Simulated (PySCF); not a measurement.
Al(Me)2(SiH3) (C2H9AlSi), SMILES [CH3][Al]([CH3])[SiH3].

Geometry: ωB97X-D3(BJ)/def2-SVP. The structure was generated by enumeration; whether it is a known compound was not checked.

Level of theory: TDA-PBE/def2-SVPD (PySCF).

Vertical excitations. The molecule is in vacuum.

| state | energy (eV) | λ (nm) | f | main pairs |
|---|---|---|---|---|
| S1 | 4.23 | 293 | 0.010 | HOMO→LUMO 98 % |
| S2 | 4.61 | 269 | 0.000 | HOMO−1→LUMO 100 % |
| S3 | 5.45 | 228 | 0.075 | HOMO→LUMO+1 97 % |
| S4 | 5.94 | 209 | 0.004 | HOMO−1→LUMO+1 57 %, HOMO→LUMO+2 34 % |
| S5 | 6.05 | 205 | 0.015 | HOMO−2→LUMO 80 %, HOMO−1→LUMO+1 16 % |
| S6 | 6.18 | 201 | 0.109 | HOMO→LUMO+2 41 %, HOMO−1→LUMO+1 21 %, HOMO−3→LUMO 19 %, HOMO−2→LUMO 11 % |
| S7 | 6.31 | 197 | 0.061 | HOMO−3→LUMO 68 %, HOMO→LUMO+2 16 % |
| S8 | 6.46 | 192 | 0.046 | HOMO−1→LUMO+2 94 % |
| S9 | 6.64 | 187 | 0.045 | HOMO→LUMO+3 58 %, HOMO→LUMO+4 31 % |
| S10 | 6.65 | 186 | 0.002 | HOMO→LUMO+4 64 %, HOMO→LUMO+3 20 % |
| T1 | 3.60 | 344 | 0 | HOMO→LUMO 99 % |
| T2 | 4.36 | 285 | 0 | HOMO−1→LUMO 100 % |
| T3 | 5.16 | 240 | 0 | HOMO→LUMO+1 97 % |
| T4 | 5.33 | 232 | 0 | HOMO→LUMO+2 94 % |
Triplets are in the Tamm–Dancoff approximation.
